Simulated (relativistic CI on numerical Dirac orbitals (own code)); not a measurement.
Line list: Forbidden lines, Re34+

These numbers are calculated, not measured: Dirac-Coulomb-Breit CI, separate exchange-only KLI orbitals for each configuration, model QED (radiative potential, 1s self-energy scaled to tabulated hydrogen-like ionisation energies), unscaled Slater integrals (own radial code, finite nucleus).

Configuration list (outside the closed core [Ar] 3d10): 4s2 4p6 4d5, 4s2 4p6 4d4 4f, 4s2 4p5 4d6, 4s 4p6 4d5 4f, 4p6 4d7, 4p5 4d8, 4s2 4p6 4d3 5s2, 4s2 4p6 4d2 4f 5s2, 4s 4p6 4d3 4f 5s2. Double excitations out of closed p, d and f shells are left out; levels of such configurations are missing from the list, as are those of other unlisted configurations, and high levels can miss mixing partners.

| λ vac (nm) | Lower | Upper | Type | A (s⁻¹) | E lower (cm⁻¹) | E upper (cm⁻¹) |
| --- | --- | --- | --- | --- | --- | --- |
| 48.945 | 4s2 4p6 4d5 6S_5/2 [2] | 4s2 4p6 4d5 4P_3/2 [17] | M1 | 4.36e+04 | 109341 | 313650 |
| 49.216 | 4s2 4p6 4d5 4D_3/2 [4] | 4s2 4p6 4d5 2D_3/2 [22] | M1 | 1.29e+04 | 156509 | 359695 |
| 50.402 | 4s2 4p6 4d5 4G_7/2 [3] | 4s2 4p6 4d5 4F_5/2 [21] | M1 | 3.63e+04 | 152059 | 350464 |
| 51.558 | 4s2 4p6 4d5 4D_3/2 [4] | 4s2 4p6 4d5 4F_5/2 [21] | M1 | 1.54e+04 | 156509 | 350464 |
| 53.658 | 4s2 4p6 4d5 4G_7/2 [3] | 4s2 4p6 4d5 2H_9/2 [19] | M1 | 1.54e+04 | 152059 | 338424 |
| 55.870 | 4s2 4p6 4d5 2H_11/2 [5] | 4s2 4p6 4d5 2H_9/2 [19] | M1 | 1.76e+04 | 159436 | 338424 |
| 56.237 | 4s2 4p6 4d5 6S_5/2 [2] | 4s2 4p6 4d5 4D_7/2 [12] | M1 | 1.51e+04 | 109341 | 287161 |
| 57.528 | 4s2 4p6 4d5 4G_9/2 [6] | 4s2 4p6 4d5 2G_7/2 [20] | M1 | 1.41e+04 | 173981 | 347810 |
| 59.587 | 4s2 4p6 4d5 4G_7/2 [3] | 4s2 4p6 4d5 2F_5/2 [18] | M1 | 2.07e+04 | 152059 | 319882 |
| 60.811 | 4s2 4p6 4d5 4G_9/2 [6] | 4s2 4p6 4d5 2H_9/2 [19] | M1 | 5.13e+04 | 173981 | 338424 |
| 61.210 | 4s2 4p6 4d5 4D_3/2 [4] | 4s2 4p6 4d5 2F_5/2 [18] | M1 | 9.69e+03 | 156509 | 319882 |
| 63.637 | 4s2 4p6 4d5 4D_3/2 [4] | 4s2 4p6 4d5 4P_3/2 [17] | M1 | 6.01e+04 | 156509 | 313650 |
| 63.894 | 4s2 4p6 4d5 4P_5/2 [1] | 4s2 4p6 4d5 4D_3/2 [4] | M1 | 7.07e+04 | 0 | 156509 |
| 65.764 | 4s2 4p6 4d5 4P_5/2 [1] | 4s2 4p6 4d5 4G_7/2 [3] | M1 | 2.66e+04 | 0 | 152059 |
| 65.891 | 4s2 4p6 4d5 2H_11/2 [5] | 4s2 4p6 4d5 2I_13/2 [16] | M1 | 9.34e+03 | 159436 | 311201 |
| 66.089 | 4s2 4p6 4d5 4D_3/2 [4] | 4s2 4p6 4d5 4D_1/2 [15] | M1 | 4.99e+04 | 156509 | 307821 |
| 66.127 | 4s2 4p6 4d5 6S_5/2 [2] | 4s2 4p6 4d5 2D_5/2 [11] | M1 | 1.15e+05 | 109341 | 260565 |
| 67.225 | 4s2 4p6 4d5 2F_7/2 [9] | 4s2 4p6 4d5 4F_5/2 [21] | M1 | 2.44e+04 | 201709 | 350464 |
| 68.407 | 4s2 4p6 4d5 4G_7/2 [3] | 4s2 4p6 4d5 4G_9/2 [14] | M1 | 2.34e+04 | 152059 | 298243 |
| 72.042 | 4s2 4p6 4d5 2H_11/2 [5] | 4s2 4p6 4d5 4G_9/2 [14] | M1 | 1.54e+04 | 159436 | 298243 |
| 73.145 | 4s2 4p6 4d5 2F_7/2 [9] | 4s2 4p6 4d5 2H_9/2 [19] | M1 | 7.34e+03 | 201709 | 338424 |
| 73.385 | 4s2 4p6 4d5 4D_5/2 [7] | 4s2 4p6 4d5 2F_5/2 [18] | M1 | 2.90e+04 | 183614 | 319882 |
| 74.018 | 4s2 4p6 4d5 4G_7/2 [3] | 4s2 4p6 4d5 4D_7/2 [12] | M1 | 2.35e+04 | 152059 | 287161 |
| 75.767 | 4s2 4p6 4d5 2H_11/2 [5] | 4s2 4p6 4d5 2I_11/2 [13] | M1 | 3.86e+04 | 159436 | 291419 |
| 76.902 | 4s2 4p6 4d5 4D_5/2 [7] | 4s2 4p6 4d5 4P_3/2 [17] | M1 | 2.00e+04 | 183614 | 313650 |
| 85.151 | 4s2 4p6 4d5 4G_9/2 [6] | 4s2 4p6 4d5 2I_11/2 [13] | M1 | 6.47e+03 | 173981 | 291419 |
| 88.355 | 4s2 4p6 4d5 4G_9/2 [6] | 4s2 4p6 4d5 4D_7/2 [12] | M1 | 1.56e+04 | 173981 | 287161 |
| 91.457 | 4s2 4p6 4d5 4P_5/2 [1] | 4s2 4p6 4d5 6S_5/2 [2] | M1 | 4.90e+04 | 0 | 109341 |
| 92.161 | 4s2 4p6 4d5 4G_7/2 [3] | 4s2 4p6 4d5 2D_5/2 [11] | M1 | 9.55e+03 | 152059 | 260565 |
| 96.575 | 4s2 4p6 4d5 4D_5/2 [7] | 4s2 4p6 4d5 4D_7/2 [12] | M1 | 9.97e+03 | 183614 | 287161 |

Terms are leading LS components. Brackets give the number of a level in order of energy, since labels repeat. The list gives strong lines, with weight on those to low levels, among the lowest 200 of 1946 levels, so that lines to higher ones, which can be the strongest, are missing. Levels whose partners in the same complex of configurations lie outside the list can be far off, and so can their lines. Rates are taken at the computed energies, electric ones in the length gauge.

At this charge energies of transitions that change n are usually good to better than 1 %, and those within a shell (Δn = 0) to a few per cent. Terms inside the open d or f shell come out 10 to 20 % too wide with unscaled integrals.

**Question.** From the table, what is the radiative lifetime of 4s2 4p6 4d5 2H_9/2?

**Answer.** The listed rates from this level add up to about 9.16e+04 s⁻¹, 100 % of its decay; with all channels τ = 1.09e-05 s.

LS names give the leading component of a level, which can be under half, so a name can repeat, a term be missing and a line seem to break the LS rules.
